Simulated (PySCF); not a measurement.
A structure optimised at r2SCAN-D4/def2-SVP, used in a PySCF frequency run:

```xyz
10

Al     0.5315    -0.4293     0.0459
O      2.0070    -0.4837     0.8867
H      2.6798    -1.1678     0.8560
O     -0.0435    -1.5947    -1.0254
C      0.1840    -2.8152    -1.6539
H      0.1984    -2.6915    -2.7520
H      1.1453    -3.2786    -1.3574
H     -0.6205    -3.5334    -1.4127
Se    -0.8035     1.4064     0.4048
H      0.1944     1.9533     1.3388
```
Charge 0, spin multiplicity 1.

### Question
Write its SMILES and formula.

### Answer
C[O][Al]([OH])[SeH], CH5AlO2Se

### Question
What are its rotational constants (standard atomic weights)?

### Answer
4.2169, 1.1607, 0.91545 GHz
